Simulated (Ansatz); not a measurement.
```yaml
crystal:
  periodic: [false, false, false]
  atoms:
    - {symbol: C, position_ang: [0.833982, 1.025900, 0.234223]}
    - {symbol: C, position_ang: [-0.276385, 0.401761, -0.177967]}
    - {symbol: B, position_ang: [-0.379662, -1.115889, -0.052596]}
    - {symbol: I, position_ang: [-2.117978, -2.150255, -0.690288]}
    - {symbol: H, position_ang: [1.663842, 0.467484, 0.657163]}
    - {symbol: H, position_ang: [0.958828, 2.103133, 0.167696]}
    - {symbol: H, position_ang: [-1.085645, 0.995547, -0.595835]}
    - {symbol: H, position_ang: [0.495218, -1.784882, 0.401706]}
basis:
  gaussian: {orbitals: x2c-TZVPPall, fitting: {mean_field: cc-pVTZ-jkfit}, final_grid: {core_spheres: 20, valence_spheres: 16, degree: 47}}
hamiltonian: {xc: {name: CAM-B3LYP}}
output: {forces: true}
```

```sh
$ ansatz run in.yaml --threads 2 --pin off --events-out ev --progress --plain --max-ram 4352MiB
```

(1) How does Ansatz answer? (An estimate is asked.)

Results:

(1) Ansatz gave: The program refused the input.
```
Functional definition: CAM-B3LYP
Error: <dir> the basis set cc-pVTZ-JKFIT has no functions for I
```
